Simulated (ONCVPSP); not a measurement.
## Which setting gave this result? (P, ONCV)

Base potential:

```
Element                 : P
Generator               : ONCVPSP 4.0.1
Type                    : optimised norm-conserving Vanderbilt (ONCV)
Functional              : PBE
Relativity              : scalar-relativistic
Frozen core             : [Ne]
Valence charge          : 5
Reference configuration : 3s2 3p3
Partial waves           : 3s: rc 1.30 bohr, ncon 4, nbas 9, qcut 4.9 1/bohr, 2 projectors, debl 0.8 Ha; 3p: rc 1.90 bohr, ncon 3, nbas 7, qcut 5 1/bohr, 2 projectors, debl 1 Ha
Local potential         : polynomial inside 1.25 bohr (lpopt 3, dvloc0 0 Ha)
Core correction         : none
```

Cutoffs, loose and tight: the cutoffs (Ha) at which the residual kinetic energy of the hardest occupied pseudo-wave falls to 1 and 0.1 mHa per electron. They do not see the model core or the augmentation charge, which bear on the density cutoff. Test errors are all-electron minus pseudo excitation energies from the reference, over the configurations 3s2 3p2; 3s2 3p1; 3s2 3p0; 3s1 3p3; variants that change the core or the reference have their own tests.

Only the scale of all radii (base = 1) is moved (4 further runs of the sweep failed or gave no value and are left out):

```tsv
scale of all radii (base = 1)	cutoff, loose	cutoff, tight	bound ghosts	largest test error (meV)	median size of the test errors
1.02	10 Ha	48 Ha	none	+13	2.4 meV
1.06	10 Ha	15 Ha	none	+8.1	3.4 meV
1.16	10 Ha	16 Ha	none	-6.4	4.9 meV
1.19	10 Ha	15 Ha	none	-8.7	6.4 meV
1.32	9.6 Ha	12 Ha	none	-26	8.4 meV
```

One more run gave cutoff, loose: 9.8 Ha; cutoff, tight: 14 Ha; bound ghosts: none; largest test error (meV): -19; median size of the test errors: 7.7 meV. Which value of the scale of all radii (base = 1) was used?

1.26. The median size of the test errors moves one way along this sweep, from 2.4 meV at 1.02 to 8.4 meV at 1.32, which places the run between 1.19 and 1.32.
